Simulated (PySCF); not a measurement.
**Polarisability and C₆ of Cr⁺ (chromium, charge +1)**

[Ar] 3d5, high-spin 6S determinant. Calculation: PySCF 2.14, in aug-cc-pVTZ with one added diffuse shell each of s, p, d, f, g type (9s8p6d4f3g, 118 functions); no relativity, point nucleus. Coupled (time-dependent) response in atomic units; α is the mean over directions.

```
method  mean α (bohr³)  C₆ (like pair)  S(−4)
   UHF           9.039           32.64  76.39
   PBE           14.45           54.44  277.8
```

S(−4) is the Cauchy moment in α(ω) = α(0) + S(−4) ω² + …

α(iu) at PBE:

```tsv
u (hartree)	α(iu) (bohr³)
0	14.45
0.0500	13.80
0.100	12.30
0.200	9.257
0.300	7.240
0.500	5.037
0.750	3.621
1.00	2.783
1.50	1.832
2.00	1.310
3.00	0.7672
5.00	0.3556
```

For an ion, C₆ is the dispersion term alone; charge-induced terms of lower order in 1/R come first.
